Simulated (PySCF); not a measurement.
CH6AlOP, SMILES [PH2][Al]([OH])[CH3]. Heavy atoms are numbered as in [Al:1]([CH3:2])([OH:6])[PH2:8]. Hydrogens are named by the atom that carries them.

The structure is a stationary point at B3LYP-D3(BJ)/def2-SVP. The structure was generated by enumeration; whether it is a known compound was not checked. The values are those of a single conformer.

All values below come from PBE/pcSseg-1 (PySCF).

GIAO shieldings, no solvent; atoms alike by connectivity are averaged. δ = σ(ref) − σ: ¹³C against TMS (σ = 182.0 ppm); ¹H against TMS (σ = 31.49 ppm); ¹⁷O against H2O (σ = 334.3 ppm); ³¹P against PH3 (σ = 576.8 ppm), references at their B3LYP-D3(BJ)/def2-TZVP geometries, non-relativistic.

| nucleus | atoms | count | δ (ppm) |
|---|---|---|---|
| ¹³C | C2 (CH3) | 1 | -6.8 |
| ¹H | H on O6 | 1 | 3.52 |
| ¹H | H on P8 | 2 | 1.20 |
| ¹H | H on C2 | 3 | 0.07 |
| ¹⁷O | O6 (OH) | 1 | 106.3 |
| ³¹P | P8 (PH2) | 1 | -31.8 |
